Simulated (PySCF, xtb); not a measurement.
Sn(I)2 anion (I2Sn), SMILES [I][Sn][I] (connectivity only; charge and spin as stated), charge -1, multiplicity 2.

Harmonic wavenumbers (cm⁻¹) from xtb with GFN2-xTB at its own minimum, in rising order: 47, 160, 172.

What does PBE-D3(BJ)/def2-SVPD in PySCF 2.14.0 give at its own minimum? (The exact figures need the calculation; the answer reports its results.)

40, 138, 145. Paired by order, the mean absolute difference is 19 cm⁻¹ and the zero-point energies are 0.5 and 0.5 kcal/mol.
